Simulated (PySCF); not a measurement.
# Unknown compound

An unknown has the formula C7H14. Its calculated NMR data are:

¹H NMR (400 MHz, computed): δ 5.13 (d of sept, J = 11.2, 1.9 Hz, 1H), 2.39 (d of sept, J = 11.2, 7.3 Hz, 1H), 1.70 (d, J = 1.9 Hz, 3H), 1.68 (d, J = 2.0 Hz, 3H), 0.93 (d, J = 7.3 Hz, 6H).

¹³C{¹H} NMR (computed): δ 141.5 (CH), 136.1 (C), 30.3 (CH), 28.4 (CH3), 24.8 (CH3), 19.1 (CH3).

- PBE0/pcSseg-1 with gauge-including orbitals
- structure optimised with PBE0-D3(BJ)/def2-SVP
- J couplings at B3LYP/pcJ-1 (without the spin–dipole term)
- code: PySCF 2.14
- in vacuum, no relativistic terms, fast rotation and ring inversion assumed for equivalent nuclei, one computed conformer

δ = σ(ref) − σ, references computed at the same level: ¹H (σ = 31.27 ppm) and ¹³C (σ = 184.41 ppm) against TMS.

Which candidate is it?
A. CC1CCCCC1
B. CC(C)=CC(C)C
C. CC(C)C1CCC1
D. C1CCCCCC1

Results:

B. 

The formula gives 1 degree of unsaturation (no ring in the answer). 6 carbon signals for 7 carbons: some carbons are equivalent by symmetry or fast rotation. Carbon types of the structure: 1 × C, 2 × CH, 4 × CH3, which accounts for all hydrogens. δC 141.5: alkene CH; the olefinic region. δC 136.1: fully substituted alkene carbon; the olefinic region. δC 30.3: allylic sp3 CH; a saturated carbon with 3 carbon neighbours and no heteroatom attached. δC 28.4, 19.1: allylic methyl carbon; aliphatic region, no heteroatom directly attached. δH 1.70, 1.68: hydrogen on an allylic methyl carbon; allylic position. The protons at 2.39 and 0.93 share a coupling of 7.3 Hz (vicinal).

The others: CC1CCCCC1 would give 5 carbon signals, not 6; CC(C)C1CCC1 would give 5 carbon signals, not 6; C1CCCCCC1 would give 1 carbon signal, not 6.

Splittings below 1 Hz are ignored in the labels, and close J values are merged. Unscaled 3J(H,H) at this level run about 10 % above measured values. Shifts are as computed. Against solution values, carbons near 30 ppm lie about +2 ppm off and those near 130 ppm about +5 ppm. Of 1211 compounds with measured shifts, 218 miss one by over three times the rms of a fit or turn the order of signals round; such compounds aren't used in these exercises. Couplings across =CH–CH2 type bonds come from one rotamer and its mirror image, and can be 1–2 Hz further off. Only one conformer was computed, so three-bond couplings in flexible chains and rings are approximate.
